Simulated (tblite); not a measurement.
A geometry optimisation, step by step.

Species: CH₇FSeSi₂.
Atom-mapped SMILES: `[F:1][SiH2:2][CH2:3][Se:4][SiH3:5]` (hydrogens: H6, H7 on Si2; H8, H9 on C3; H10, H11, H12 on Si5)

Computed with GFN2-xTB (tblite), gas phase: L-BFGS steps from a force-field or distance-geometry start until the largest atomic force falls under 0.01 eV/Å. 10 of its 154 geometries are shown.

Step 0: E = -466.4670 eV, largest atomic force 2.158 eV/Å
```
atom  x, y, z in Å  |  force x, y, z in eV/Å
F1     -0.376    0.935    1.602   -1.559  -0.693  -0.813
Si2    -1.682    0.308    0.745   -0.107   1.151   1.822
C3     -1.088   -0.497   -0.812   -0.927   0.333  -1.348
Se4     0.611   -1.366   -0.668    0.761  -1.166  -0.205
Si5     2.328   -0.002   -0.141    0.525   0.795   0.414
H6     -2.501   -0.632    1.552    0.635   0.226  -0.048
H7     -2.589    1.425    0.420    0.417  -0.045   0.071
H8     -1.834   -1.296   -1.040    0.653   0.343  -0.033
H9     -1.111    0.201   -1.687    0.186  -0.484   0.564
H10     3.269   -0.762    0.707   -0.322  -0.039  -0.273
H11     1.919    1.188    0.619   -0.057  -0.215  -0.179
H12     3.055    0.495   -1.325   -0.204  -0.205   0.029
```

Step 17: E = -466.8413 eV, largest atomic force 0.189 eV/Å
```
atom  x, y, z in Å  |  force x, y, z in eV/Å
F1     -0.548    0.970    1.675   -0.016  -0.078  -0.106
Si2    -1.718    0.322    0.776   -0.064   0.006  -0.045
C3     -1.047   -0.482   -0.824    0.088  -0.010   0.090
Se4     0.651   -1.503   -0.620    0.069   0.066   0.025
Si5     2.285    0.027   -0.141   -0.008  -0.039   0.000
H6     -2.352   -0.633    1.672    0.062  -0.011  -0.064
H7     -2.522    1.484    0.414   -0.016  -0.030  -0.020
H8     -1.720   -1.261   -1.188   -0.099   0.141   0.078
H9     -0.912    0.233   -1.637    0.085  -0.002   0.077
H10     3.199   -0.794    0.654   -0.022   0.112  -0.041
H11     1.749    1.178    0.579    0.030  -0.119  -0.083
H12     2.938    0.459   -1.386   -0.108  -0.036   0.088
```

Step 34: E = -466.8962 eV, largest atomic force 0.132 eV/Å
```
atom  x, y, z in Å  |  force x, y, z in eV/Å
F1     -0.585    1.032    1.675   -0.036   0.006  -0.013
Si2    -1.720    0.322    0.780   -0.011  -0.002   0.010
C3     -0.940   -0.429   -0.782    0.066  -0.043  -0.064
Se4     0.611   -1.634   -0.454   -0.093   0.010   0.043
Si5     2.208   -0.047   -0.162    0.106   0.074   0.025
H6     -2.271   -0.700    1.647   -0.025  -0.034   0.028
H7     -2.604    1.417    0.404   -0.005  -0.026  -0.003
H8     -1.660   -1.057   -1.305   -0.056  -0.001   0.028
H9     -0.599    0.325   -1.489    0.036   0.045  -0.001
H10     3.257   -0.678    0.631   -0.041  -0.010  -0.051
H11     1.603    1.093    0.512    0.064  -0.007  -0.033
H12     2.699    0.355   -1.484   -0.004  -0.010   0.031
```

Step 51: E = -466.9106 eV, largest atomic force 0.050 eV/Å
```
atom  x, y, z in Å  |  force x, y, z in eV/Å
F1     -0.663    1.066    1.656   -0.011   0.026  -0.014
Si2    -1.777    0.309    0.775   -0.014   0.003   0.018
C3     -0.929   -0.393   -0.773    0.028  -0.015   0.038
Se4     0.578   -1.605   -0.310   -0.013   0.013  -0.024
Si5     2.237   -0.053   -0.170    0.017  -0.001   0.011
H6     -2.270   -0.754    1.633   -0.015   0.000   0.011
H7     -2.726    1.354    0.414    0.007  -0.024  -0.008
H8     -1.621   -1.002   -1.353    0.007   0.012  -0.001
H9     -0.523    0.377   -1.427   -0.005   0.005  -0.020
H10     3.298   -0.722    0.567    0.003  -0.008   0.001
H11     1.738    1.143    0.494   -0.001  -0.021   0.008
H12     2.660    0.280   -1.531   -0.002   0.009  -0.019
```

Step 68: E = -466.9155 eV, largest atomic force 0.044 eV/Å
```
atom  x, y, z in Å  |  force x, y, z in eV/Å
F1     -0.754    1.167    1.635   -0.008  -0.007  -0.023
Si2    -1.813    0.305    0.782    0.014   0.039   0.014
C3     -0.912   -0.375   -0.746    0.008  -0.009  -0.038
Se4     0.586   -1.606   -0.305    0.001   0.025   0.014
Si5     2.269   -0.077   -0.185   -0.014  -0.018   0.018
H6     -2.263   -0.747    1.675    0.011  -0.006   0.003
H7     -2.821    1.272    0.366    0.005  -0.016   0.006
H8     -1.592   -0.964   -1.360    0.003   0.004   0.004
H9     -0.493    0.412   -1.373   -0.010  -0.011   0.005
H10     3.346   -0.775    0.503   -0.001  -0.008  -0.004
H11     1.799    1.101    0.532   -0.007  -0.006   0.011
H12     2.650    0.285   -1.551   -0.003   0.014  -0.009
```

Step 85: E = -466.9290 eV, largest atomic force 0.084 eV/Å
```
atom  x, y, z in Å  |  force x, y, z in eV/Å
F1     -0.751    1.415    1.396   -0.009  -0.034  -0.005
Si2    -1.764    0.347    0.743   -0.007  -0.061   0.051
C3     -0.926   -0.390   -0.794   -0.004   0.011  -0.028
Se4     0.570   -1.623   -0.365   -0.001   0.010   0.000
Si5     2.239   -0.100   -0.104    0.019   0.013   0.000
H6     -1.998   -0.672    1.755    0.029   0.077  -0.015
H7     -2.923    1.141    0.364   -0.015   0.010  -0.022
H8     -1.636   -0.998   -1.354    0.005   0.004  -0.009
H9     -0.527    0.367   -1.468   -0.009  -0.005   0.013
H10     3.351   -0.909    0.375    0.005   0.008   0.007
H11     1.831    0.934    0.840    0.017  -0.032  -0.015
H12     2.536    0.488   -1.413   -0.029   0.000   0.022
```

Step 102: E = -466.9429 eV, largest atomic force 0.035 eV/Å
```
atom  x, y, z in Å  |  force x, y, z in eV/Å
F1     -0.751    1.699    0.992   -0.008  -0.010  -0.031
Si2    -1.666    0.409    0.679   -0.004  -0.010   0.032
C3     -0.953   -0.423   -0.873    0.003  -0.008   0.008
Se4     0.560   -1.656   -0.514    0.000  -0.005  -0.001
Si5     2.174   -0.147    0.025    0.012  -0.007   0.009
H6     -1.550   -0.424    1.865   -0.019   0.016  -0.025
H7     -2.993    0.938    0.396    0.024   0.008   0.013
H8     -1.706   -1.050   -1.349    0.005  -0.008  -0.009
H9     -0.602    0.297   -1.613    0.002   0.009   0.018
H10     3.361   -0.974    0.194    0.001   0.000  -0.031
H11     1.829    0.541    1.264   -0.017   0.014  -0.012
H12     2.298    0.788   -1.093    0.002  -0.001   0.031
```

Step 119: E = -466.9452 eV, largest atomic force 0.012 eV/Å
```
atom  x, y, z in Å  |  force x, y, z in eV/Å
F1     -0.730    1.735    0.878   -0.004  -0.003   0.003
Si2    -1.639    0.421    0.664    0.001   0.012  -0.001
C3     -0.961   -0.442   -0.887    0.001  -0.001   0.004
Se4     0.565   -1.665   -0.554   -0.001  -0.002   0.002
Si5     2.153   -0.156    0.058    0.003  -0.002  -0.004
H6     -1.469   -0.361    1.876   -0.006  -0.003  -0.002
H7     -2.983    0.926    0.421    0.010  -0.001  -0.002
H8     -1.719   -1.074   -1.346   -0.002  -0.004  -0.001
H9     -0.625    0.277   -1.635    0.000   0.002  -0.003
H10     3.362   -0.964    0.140    0.006  -0.001  -0.003
H11     1.804    0.439    1.344    0.002   0.002   0.003
H12     2.244    0.862   -0.986   -0.009   0.001   0.003
```

Step 136: E = -466.9465 eV, largest atomic force 0.034 eV/Å
```
atom  x, y, z in Å  |  force x, y, z in eV/Å
F1     -0.682    1.722    0.880    0.014   0.006   0.006
Si2    -1.630    0.440    0.647   -0.014   0.004  -0.014
C3     -0.959   -0.460   -0.885   -0.008  -0.008  -0.006
Se4     0.569   -1.675   -0.537   -0.003  -0.014   0.009
Si5     2.145   -0.155    0.075    0.002   0.019   0.015
H6     -1.512   -0.357    1.855   -0.010   0.008   0.019
H7     -2.948    0.994    0.371    0.017  -0.007   0.008
H8     -1.726   -1.105   -1.312    0.014  -0.007  -0.030
H9     -0.631    0.233   -1.662   -0.019   0.006   0.011
H10     3.385   -0.918    0.045    0.001  -0.005  -0.001
H11     1.852    0.361    1.409    0.004  -0.010  -0.004
H12     2.137    0.920   -0.912    0.000   0.008  -0.012
```

Step 153: E = -466.9483 eV, largest atomic force 0.010 eV/Å
```
atom  x, y, z in Å  |  force x, y, z in eV/Å
F1     -0.626    1.627    0.979   -0.005  -0.008  -0.002
Si2    -1.658    0.436    0.643    0.000   0.008   0.004
C3     -0.955   -0.480   -0.864   -0.002   0.003   0.001
Se4     0.573   -1.679   -0.459    0.003  -0.004  -0.001
Si5     2.160   -0.134    0.060   -0.001   0.006   0.005
H6     -1.699   -0.388    1.838    0.000   0.002  -0.003
H7     -2.900    1.108    0.288    0.003  -0.002   0.002
H8     -1.705   -1.135   -1.307    0.002   0.002  -0.001
H9     -0.613    0.209   -1.637    0.000  -0.004  -0.001
H10     3.408   -0.876   -0.058   -0.002   0.001   0.000
H11     1.952    0.369    1.415    0.002  -0.003  -0.006
H12     2.063    0.942   -0.923    0.001  -0.003   0.002
```

Question: Summarise the path.

Answer: The energy falls by 46.45 kJ/mol from step 0 to step 153; nine tenths of that is first reached at step 39. It rises by more than 0.2 meV at steps 89, 92, 95 and 98. The largest force goes from 2.158 to 0.010 eV/Å. Among the bonds F1–Si2 changes most, from 1.683 to 1.612 Å; the atoms move by 0.697 Å rms after alignment.

The cost below is that of the whole relaxation. The run took 3.9 s wall, 3.1 s CPU on an AMD EPYC with one thread, shared host.
